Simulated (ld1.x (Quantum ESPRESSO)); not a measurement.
# u(r) = r·R(r): atom against pseudo-atom (Yb (Z = 70))

Columns: radius, all-electron u(r) and pseudo u(r) of the 4f shell (level -3.07 eV) of ytterbium in the configuration [Kr] 4d10 4f14 5s2 5p6 5d0 6s2 6p0; PW91, scalar-relativistic, PAW scheme, ld1.x (Quantum ESPRESSO) 7.5.

```csv
r (bohr),all-electron,pseudo
0.192,0.5000,0.0210
0.385,1.0913,0.2366
0.578,1.1142,0.6503
0.770,0.9412,0.8628
0.962,0.7557,0.7558
1.155,0.5998,0.5998
1.348,0.4772,0.4772
1.540,0.3830,0.3830
1.732,0.3101,0.3101
1.925,0.2531,0.2531
2.118,0.2085,0.2085
2.310,0.1735,0.1735
2.502,0.1456,0.1456
2.695,0.1230,0.1230
2.888,0.1048,0.1048
3.080,0.0899,0.0899
3.272,0.0777,0.0777
3.465,0.0674,0.0674
3.658,0.0587,0.0587
3.850,0.0514,0.0514
4.043,0.0451,0.0451
4.235,0.0397,0.0397
4.428,0.0350,0.0350
4.620,0.0309,0.0309
4.812,0.0273,0.0273
5.005,0.0242,0.0242
```

Question: How many radial nodes do the two functions have?

Answer: The all-electron 4f function has n − l − 1 = 0; the pseudo-wave has 0.

Question: At about which radius was the pseudo-wave matched?

Answer: 1.05 bohr, where the columns begin to agree (steps of 0.19 bohr).

Question: Where does each function peak?

Answer: Outermost all-electron maximum near 0.58 bohr, pseudo maximum near 0.77 bohr (to the table’s step).

Question: Is the pseudo-wave norm-conserving?

Answer: No, it belongs to a PAW set: the norm inside the radius is not constrained, and the difference is carried by the augmentation charge.
